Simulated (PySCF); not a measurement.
(1-methylcyclopropyl)methanol (C₅H₁₀O), SMILES CC1(CO)CC1.

Geometry: B3LYP-D3(BJ)/def2-SVP. Other conformers were not sampled.

Vertical ionisation energy (IE) and electron affinity (EA) in eV. Rows of orbital energies are one-electron estimates. Where ΔSCF, EOM or ADC give a negative EA the extra electron is unbound and the value depends on the basis.

```csv
level,IE,EA
"−ε(HOMO), −ε(LUMO), HF/def2-TZVP (PySCF)",10.44,-3.66
"−ε(HOMO), −ε(LUMO), PBE/def2-TZVP (PySCF)",5.96,-0.16
```
